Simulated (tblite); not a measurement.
Species: C4H7F2N.
Atom-mapped SMILES: `[NH2:1][CH2:2]/[CH:3]=[CH:4]/[CH:5]([F:6])[F:7]` (hydrogens: H8, H9 on N1; H10, H11 on C2; H12 on C3; H13 on C4; H14 on C5)

Structure optimised with GFN2-xTB, isolated species.

Question: What internal coordinates does the optimisation give?

Answer: 
| bond | length (Å) |
| --- | --- |
| N1–C2 | 1.454 |
| C2–C3 | 1.502 |
| C3=C4 | 1.323 |
| C4–C5 | 1.498 |
| C5–F6, C5–F7 | 1.358 |
| N1–H8, N1–H9 | 1.015 |
| C2–H10, C2–H11 | 1.094 |
| C3–H12 | 1.083 |
| C4–H13 | 1.080 |
| C5–H14 | 1.104 |

Bonds in one row agree within 0.01 Å and their mean is given. A selection of angles:
| angle | degrees |
| --- | --- |
| C2–N1–H8 | 110.6 |
| C2–N1–H9 | 110.2 |
| H8–N1–H9 | 107.7 |
| N1–C2–C3 | 113.3 |
| N1–C2–H10 | 107.9 |
| C3–C2–H10 | 110.3 |
| H10–C2–H11 | 108.4 |
| C2–C3–C4 | 124.5 |
| C2–C3–H12 | 115.5 |
| C4–C3–H12 | 119.9 |
| C3–C4–C5 | 124.1 |
| C3–C4–H13 | 122.3 |
| C5–C4–H13 | 113.6 |
| C4–C5–F6 | 110.6 |
| C4–C5–H14 | 112.9 |
| F6–C5–F7 | 106.0 |
| F6–C5–H14 | 106.8 |

Torsions: N1–C2–C3–C4 120° (anticlinal); C2–C3–C4–C5 -177° (antiperiplanar); C3–C4–C5–F6 123° (anticlinal). The mirror-image conformer, all signs reversed, is as good.

The C–C distances run from 1.323 Å (C3=C4, drawn double) to 1.502 Å (C2–C3, drawn single), a spread of 0.179 Å. Of the pairs four or more bonds apart, F7···H12 is among the closest relative to their van der Waals radii: 2.43 Å, 91 % of the sum of Bondi's values. N1 (primary amine nitrogen) is pyramidal (angles 110.6°, 110.2° and 107.7°, sum 328.5°, 0.38 Å off the plane of its three neighbours).

Point group: C1 (no symmetry element, even within 0.4 Å). Its GFN2-xTB frequencies are all real (lowest 34 cm⁻¹). The numbers are those of one conformer (H–N1–C2–C3 59° and -60°, N1–C2–C3–C4 120°, C3–C4–C5–F6 123°). 2 starts were optimised and ended at 0.00 and 0.81 kcal/mol (GFN2-xTB); the lowest of these is shown.

These are computed values.
